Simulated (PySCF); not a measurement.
Input file for PySCF: R-B3LYP/3-21G on C3H6O (SMILES C=COC), a point of a torsion scan.

```python
from pyscf import gto, scf, dft, mp
from pyscf.data.elements import chemcore

mol = gto.M(
    atom='''
    C     1.73624980    0.14579239    0.05395255
    C     0.65412970   -0.60814670    0.00804043
    O    -0.57316342   -0.16522492   -0.42956467
    C    -0.71920584   -0.12052225   -1.83195303
    H     1.72923383    1.16317282   -0.29895030
    H     2.66271074   -0.23332376    0.44384206
    H     0.65022785   -1.63257460    0.37163789
    H    -1.71621939    0.27274571   -2.02163492
    H    -0.63295482   -1.12167241   -2.27108881
    H     0.02649093    0.53437311   -2.29538254
    ''',
    basis='3-21g',
    charge=0, spin=0, verbose=3, max_memory=1800)
mf = dft.RKS(mol, xc='b3lyp')
mf.conv_tol = 1e-8
mf.max_cycle = 100
mf.kernel()
if not mf.converged:
    mf = mf.newton().run(mf.mo_coeff, mf.mo_occ)
```

**Question.** What total energy does the run end on?

**Answer.** -192.0445 hartree.
